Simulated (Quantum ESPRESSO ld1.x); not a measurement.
The numbers below are computed, except where a source is named.
Question: The mean radii <r> (bohr) of the occupied orbitals of an atom or ion are listed with their occupations. Level of theory: scalar-relativistic Kohn-Sham, BLYP, spin-unpolarised, spherical densities, point nucleus (ld1.x of Quantum ESPRESSO 7.5).

| orbital | occ. | <r> |
|---|---|---|
| 1s | 2 | 0.01714 |
| 2s | 2 | 0.07233 |
| 2p | 6 | 0.06521 |
| 3s | 2 | 0.1870 |
| 3p | 6 | 0.1880 |
| 3d | 10 | 0.1703 |
| 4s | 2 | 0.4139 |
| 4p | 6 | 0.4400 |
| 4d | 10 | 0.4635 |
| 5s | 2 | 0.8680 |
| 4f | 14 | 0.4911 |

Name the element and its charge.

Answer: Z = 78, platinum, charge +16: Pt16+ in [Kr] 4d10 4f14 5s2. The 1s radius gives Z: for a bare nucleus <r> = (2 gamma + 1)/(2Z) with gamma = sqrt(1 - (Z/c)^2), 0.01695 bohr for Z = 78, and screening makes it slightly larger (0.01714 here). The occupations add up to 62, and the charge is Z minus that.
